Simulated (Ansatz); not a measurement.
The same molecule with X = B, Al, In. Ansatz, PBE0-D4/def2-TZVP geometries, multiplicity 1. Each molecule was computed in one conformer, which needn't be the lowest.

Elements past krypton have def2 core potentials. Scalar relativity is left out up to krypton.

```csv
X,molecule,mean X–Cl bond length / Å,mean X–F bond length / Å,mean X–Se bond length / Å,LUMO energy (ωB97M-V/def2-TZVPP) / eV,HOMO–LUMO gap (PBE/def2-TZVPP) / eV,LUMO energy (PBE0/def2-TZVPP) / eV
B,`FB(Cl)[SeH]`,1.748,1.317,1.936,1.30,4.96,-0.80
In,`[F][In]([Cl])[SeH]`,2.300,1.938,2.466,-0.66,3.44,-2.57
```

**Question.** Give the row for X = Al, `[F][Al]([Cl])[SeH]`. (Best estimate.)

**Answer.** The calculation gave: 
```tsv
X	molecule	mean X–Cl bond length / Å	mean X–F bond length / Å	mean X–Se bond length / Å	LUMO energy (ωB97M-V/def2-TZVPP) / eV	HOMO–LUMO gap (PBE/def2-TZVPP) / eV	LUMO energy (PBE0/def2-TZVPP) / eV
Al	`[F][Al]([Cl])[SeH]`	2.075	1.639	2.288	0.56	4.75	-1.13
```

From B to In the mean X–Cl bond length rises at each step, by 0.552 Å in all; the mean X–F bond length rises at each step, by 0.621 Å in all; the mean X–Se bond length rises at each step, by 0.530 Å in all; the LUMO energy (ωB97M-V/def2-TZVPP) falls at each step, by 1.96 eV in all; the HOMO–LUMO gap (PBE/def2-TZVPP) falls at each step, by 1.52 eV in all; the LUMO energy (PBE0/def2-TZVPP) falls at each step, by 1.77 eV in all. Bonds lengthen as the atom grows down the group.

Spin–orbit coupling is left out; it splits and shifts lone-pair levels of the heavy atoms by tenths of an eV.
